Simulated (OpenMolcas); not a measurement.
## Tm2+: effect of the metal basis and ligand basis

Tm2+ with 6 ligands (fluoride) in octahedral coordination (Oh) at 2.34 Å. A charge of +0.667 e stands 3.2 Å behind each ligand.

- Program: OpenMolcas
- Method: SS-CASPT2, IPEA 0.25 Eh, imaginary shift 0.1 Eh (closed shells correlated: 5s 5p and the ligand valence shells)
- Spin-orbit coupling: RASSI with atomic mean-field integrals over the reference wave functions

Fixed: active space 13 electrons in 7 orbitals (4f), DKH2 Hamiltonian.

States (labels of O, the rotations of Oh). Energies in cm-1 above the lowest state or level, χT in cm3 K/mol; under a threefold ground state the first gap can be a small split of the lowest multiplet, not the spin-orbit step.

```json
{"Run": "A", "Metal basis": "ANO-RCC-VDZP", "Ligand basis": "ANO-RCC-VDZP", "Ground state": "2T1", "First state of that spin": "2T2 420", "First gap with spin-orbit (degeneracies)": "260 (2, 4)", "Width of lowest J": "580", "χT at 300 K": "2.351", "Cost": "roughly 24 core-seconds"}
{"Run": "B", "Metal basis": "ANO-RCC-VTZP", "Ligand basis": "ANO-RCC-VTZP", "Ground state": "2T1", "First state of that spin": "2T2 460", "First gap with spin-orbit (degeneracies)": "290 (2, 4)", "Width of lowest J": "653", "χT at 300 K": "2.312", "Cost": "roughly 3 core-minutes"}
```

Against A, the width of the lowest J multiplet changes by +12.6 % in B.

Costs are those of the CASPT2 steps.

Roots that are degenerate in the reference are averaged as groups; the widest CASPT2 spread within a group is 29 cm-1 (the 3-fold group of multiplicity 2 near 0 cm-1 above the lowest state of its run, B). Shifts and gaps below about the spread of the groups concerned are not significant. Over all roots computed the reference weight is 0.66 in A, 0.64 in B; a low but even weight reflects the number of correlated electrons. Splittings of an f shell from a small cluster at a set distance can be off by tens of per cent, mostly too small. No measured value stands beside these numbers; the geometry is a model, was not optimised and need not be the one that this ion takes.
